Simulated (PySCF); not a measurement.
# Basis-set dependence of CI at CCSD(T)

PySCF, UHF reference; doublet, unpaired electrons π ↑; De to C + I without counterpoise correction. Frozen cores follow the default of each basis and core potential.

```tsv
basis	relativity	functions	Re (Å)	ωe (cm⁻¹)	De (eV)	frozen orbitals
x2c-SVPall	spin-free X2C	50	2.061	612	2.45	19
aug-cc-pVDZ/aug-cc-pVDZ-PP	scalar-relativistic core potentials	55	2.069	610	2.61	5
def2-TZVPP	scalar-relativistic core potentials	81	2.027	642	2.83	5
```

Question: How does each smaller set differ from the one with most functions, def2-TZVPP?

Answer: x2c-SVPall: +3.4 pm, -4.7 % in ωe, -0.38 eV in De; aug-cc-pVDZ/aug-cc-pVDZ-PP: +4.2 pm, -5.0 % in ωe, -0.22 eV in De. All at CCSD(T); the set with most functions is neither the basis-set limit nor always the best. The rows treat relativity differently, so the differences are not basis effects alone.

Correlated steps freeze the inner cores (5 to 19 orbitals); shallow outer-core shells are correlated. Correlated levels converge slowly with the basis: in double zeta they bind strong bonds too weakly, by up to about 1 eV, and carry superposition errors of some tenths. These are scalar-relativistic numbers at best; spin–orbit coupling would shift them, the dissociation energy most. The state is the lowest determinant that a PBE0 search found; another state may lie lower at other levels.
